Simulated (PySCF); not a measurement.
**Dipole moment and polarisability of `[F][GeH2][B](Cl)Cl`**

Species: BCl₂FGeH₂.
Geometry (PBE0-D3(BJ)/def2-SVP, Å), atoms numbered from 1 in this order:
```xyz
7
BCl2FGeH2 angstrom
F     -0.2614   -2.2860    1.0694
Ge    -0.9978   -0.8609    0.3718
B      0.4106    0.6497    0.3259
Cl    -0.1059    2.2327   -0.2040
Cl     2.0681    0.3889    0.7750
H     -2.2058   -0.5214    1.2626
H     -1.4602   -1.2671   -1.0392
```

Level: CAM-B3LYP/def2-SVPD (PySCF), static field, nuclei fixed, core orbitals frozen in the response. The polarisability tensor in these axes (au):

```
x   79.03  2.04  4.59
y    2.04 75.81 -4.05
z    4.59 -4.05 59.25
```

Problem. Diagonalise the tensor; give its mean and Δα, where Δα² is half the sum of the squared differences of the eigenvalues.

Solution. Principal values 57.20, 76.51 and 80.38 au; mean 71.36 au = 10.57 Å³ = 11.77 × 10⁻⁴⁰ C²·m²/J; Δα = 21.51 au (30 % of the mean).

Problem. What is the dipole moment, and where does it point?

Solution. (-0.89, 1.67, -0.82) D, 2.06 D in size, pointing from the negative to the positive side. Measured along this direction, the outermost atoms are F1 at the negative end and Cl4 at the positive end.

Problem. In a dilute gas of rigid molecules at 298 K, how does the orientational term μ²/3kT compare with the electronic polarisability?

Solution. In Gaussian units μ²/3kT = 34.49 Å³ against 10.57 Å³, a ratio of 3.26; the Debye molar polarisation (4π/3)N_A(α + μ²/3kT) is 113.7 cm³/mol, leaving out the vibrational part.

Problem. Directions of the eigenvectors, and the extent of the frame along each?

Solution. Largest value along (0.95, 0.29, 0.15), where the nuclei span 4.23 Å; middle along (-0.24, 0.93, -0.28), 4.52 Å; least along (-0.22, 0.23, 0.95), 2.52 Å. The strongest response doesn't lie along the longest of the three spans.

Problem. Give the eigenvalues of the traceless quadrupole moment Θ = ½Σq(3rr − r²1), origin at the centre of nuclear charge.

Solution. -8.83, 4.26, 4.57 D·Å. The values depend on the origin, since the dipole doesn't vanish. The electronic extent ⟨r²⟩ about the same centre is 1163 bohr², a root-mean-square distance of 1.99 Å for the 82 electrons.

Problem. Refractivity n − 1 of an ideal gas of it at 500 K and 1 atm, from the electronic α?

Solution. N = p/kT = 1.4678 × 10¹⁹ cm⁻³, so n − 1 = 2π × N × 10.57 × 10⁻²⁴ cm³ = 975 × 10⁻⁶ at long wavelengths, for an ideal gas.

One conformer (not necessarily the lowest) at the PBE0-D3(BJ)/def2-SVP geometry, without solvent, vibrations or thermal averaging. The calculation is non-relativistic, for germanium too.

The run behind these numbers computed excited states and ΔSCF ions as well. Time: 2.1 min; peak memory 0.76 GiB. Hardware: one thread, Arm Neoverse N1 (aarch64), no GPU, shared host with 64 logical CPUs at a one-minute load of 58.
